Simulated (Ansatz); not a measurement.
Cost and result for the atomization energy of `O[SiH2]O[SiH]1C=C1` (12 atoms, 12 bonds).

```xyz
12

O    -0.894   -2.659   -0.686
Si    0.449   -1.781   -1.017
O     0.475   -0.373   -0.191
Si   -0.103    1.149   -0.103
C     0.503    2.322    1.099
C    -0.719    1.857    1.417
H    -0.978   -3.048    0.185
H     0.391   -1.521   -2.472
H     1.674   -2.514   -0.620
H    -0.599    1.534   -1.439
H     1.192    3.009    1.577
H    -1.391    2.026    2.251
```

The species carries charge 0 and has multiplicity 1. All single points use the PBE0-D4/def2-TZVP geometry. It is one conformer, not always the lowest. Program: Ansatz. All runs use 4 threads of an Arm Neoverse V1 on a shared host. Times are those of one run each, without the atoms' runs, and a repeat can differ threefold. Electronic energies, without spin–orbit coupling; frozen cores. CCSD(T)/CBS adds CCSD(T) − MP2 in def2-TZVPP to the MP2 limit, and its time is that of the two runs behind it. T1 = 0.012. B3LYP takes the VWN-RPA correlation (the form of Gaussian; ORCA's B3LYP/G).

CCSD(T)/CBS is a level of theory with its own doubt, some kJ/mol a heavy atom from the limit and from the frozen cores, so smaller differences don't rank the functionals.

```json
{"level": "PBE-D4/def2-TZVPP (with forces)", "functions": "292", "wall time": "3.5 s", "atomization (kJ/mol)": "4805.6", "difference from CCSD(T)/CBS": "43.8", "per bond": "3.6"}
{"level": "PBE0-D4/def2-TZVPP", "functions": "292", "wall time": "4.6 s", "atomization (kJ/mol)": "4721.7", "difference from CCSD(T)/CBS": "-40.1", "per bond": "-3.3"}
{"level": "r2SCAN-D4/def2-TZVPP (with forces)", "functions": "292", "wall time": "7 s", "atomization (kJ/mol)": "4760.2", "difference from CCSD(T)/CBS": "-1.6", "per bond": "-0.1"}
{"level": "B3LYP-D4/def2-TZVPP (with forces)", "functions": "292", "wall time": "7 s", "atomization (kJ/mol)": "4727.2", "difference from CCSD(T)/CBS": "-34.6", "per bond": "-2.9"}
{"level": "B2PLYP/def2-TZVPP", "functions": "292", "wall time": "8 s", "atomization (kJ/mol)": "4694.6", "difference from CCSD(T)/CBS": "-67.2", "per bond": "-5.6"}
{"level": "ωB97X-V/def2-TZVPP", "functions": "292", "wall time": "11 s", "atomization (kJ/mol)": "4763.9", "difference from CCSD(T)/CBS": "2.1", "per bond": "0.2"}
{"level": "ωB97M-V/def2-TZVPP (with forces)", "functions": "292", "wall time": "17 s", "atomization (kJ/mol)": "4764.9", "difference from CCSD(T)/CBS": "3.1", "per bond": "0.3"}
{"level": "MP2/def2-QZVPP", "functions": "548", "wall time": "35 s", "atomization (kJ/mol)": "4819.4", "difference from CCSD(T)/CBS": "57.6", "per bond": "4.8"}
{"level": "CCSD(T)/def2-TZVPP", "functions": "292", "wall time": "6 min", "atomization (kJ/mol)": "4619.7", "difference from CCSD(T)/CBS": "-142.1", "per bond": "-11.8"}
{"level": "CCSD(T)/CBS(def2)", "functions": "–", "wall time": "6.5 min", "atomization (kJ/mol)": "4761.8", "difference from CCSD(T)/CBS": "0.0", "per bond": "0.0"}
```

In def2-TZVPP, CCSD(T) changes the Hartree–Fock value by +1167.2 kJ/mol (the triples alone add +74.9 kJ/mol) and MP2 by +1280.9 kJ/mol; breaking electron pairs costs correlation energy, which Hartree–Fock lacks. The D4 term adds +43.9 kJ/mol with B3LYP and +23.2 kJ/mol with PBE0; it sums over pairs of atoms, weighted by their polarisabilities, and B3LYP, whose exchange is more repulsive, gets the larger term. From PBE to PBE0 (25 % exact exchange), in def2-TZVPP and without D4, the atomization energy moves by −79.8 kJ/mol: exact exchange takes away binding that semilocal exchange gives to molecules.
